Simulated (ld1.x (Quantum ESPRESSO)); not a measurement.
u(r) = r·R(r): atom against pseudo-atom (I)

Columns: radius, all-electron u(r) and pseudo u(r) of the 5s shell (level -18.00 eV) of iodine in the configuration [Kr] 4d10 5s1 5p6; BLYP, scalar-relativistic, TM scheme, ld1.x (Quantum ESPRESSO) 7.5.

```tsv
r (bohr)	all-electron	pseudo
0.108	-0.1208	0.0188
0.215	0.2734	0.0390
0.322	0.1172	0.0628
0.430	-0.2217	0.0924
0.538	-0.4112	0.1301
0.645	-0.4015	0.1778
0.752	-0.2556	0.2381
0.860	-0.0443	0.3127
0.968	0.1768	0.4001
1.075	0.3746	0.4954
1.182	0.5374	0.5919
1.290	0.6622	0.6815
1.398	0.7490	0.7539
1.505	0.8025	0.8032
1.612	0.8288	0.8289
1.720	0.8334	0.8334
1.828	0.8208	0.8208
1.935	0.7957	0.7957
2.042	0.7616	0.7616
2.150	0.7211	0.7211
2.258	0.6769	0.6769
2.365	0.6312	0.6312
2.472	0.5852	0.5852
2.580	0.5393	0.5393
2.688	0.4949	0.4949
2.795	0.4528	0.4528
```

Question: How many radial nodes do the two functions have?

Answer: The all-electron 5s function has n − l − 1 = 4 (the table is too coarse to show those close to the nucleus); the pseudo-wave has 0, since the states of the same l below it are removed with the core.

Question: At about which radius was the pseudo-wave matched?

Answer: 1.80 bohr. The columns agree to 0.0005 from 1.61 bohr on; several derivatives are matched, so the curves merge somewhat inside the radius.

Question: Is the pseudo-wave norm-conserving?

Answer: Yes: the TM scheme keeps the norm inside the radius equal to the all-electron one, which fixes the energy derivative of the logarithmic derivative at the level.
